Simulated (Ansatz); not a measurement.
This geometry of Cl2H2Si + FH (7 atoms, charge 0, multiplicity 1) is a first-order saddle point.

Level of theory: UKS LDA/def2-SVP in Ansatz.

```xyz
7
Properties=species:S:1:pos:R:3
Si -0.373 -0.051 -0.096
H 1.265 -0.406 -0.274
Cl -0.646 -1.648 -1.406
Cl -0.918 -0.748 1.743
H -1.291 0.946 -0.714
H 1.322 0.505 0.180
F 0.641 1.403 0.566
```

Task: Which two structures does it join? (They come from a converged band through this point; their orientation in space is the band's.)

Result: Bonds broken: Si1–H2, H6–F7. Bonds formed: Si1–F7, H2–H6. Cl2H2Si + FH becomes Cl2FHSi + H2.

Image 0:

```xyz
7
Properties=species:S:1:pos:R:3
Si -0.252 -0.395 -0.505
H 1.187 -0.525 -0.869
Cl -1.262 -1.968 -1.356
Cl -0.448 -0.646 1.568
H -0.947 0.862 -0.902
H 0.691 1.082 1.398
F 1.032 1.589 0.667
```

Image 10:

```xyz
7
Properties=species:S:1:pos:R:3
Si -0.942 0.213 -0.203
H 2.407 -0.634 0.537
Cl -0.506 -1.239 -1.554
Cl -1.050 -0.569 1.668
H -2.205 0.913 -0.562
H 2.039 0.027 0.338
F 0.258 1.289 -0.224
```

Task: How far does it lie above each of them?

Result: 0.88 eV above the first and 1.77 eV above the second. This is the barrier of this one path; another mechanism may lie lower. The orbitals stay closed-shell, which can raise the energy where a bond breaks towards radicals; this wasn't checked here.

The run took 77 s on 2 threads of Arm Neoverse V2, with other jobs on the host, peak memory 0.13 GiB.
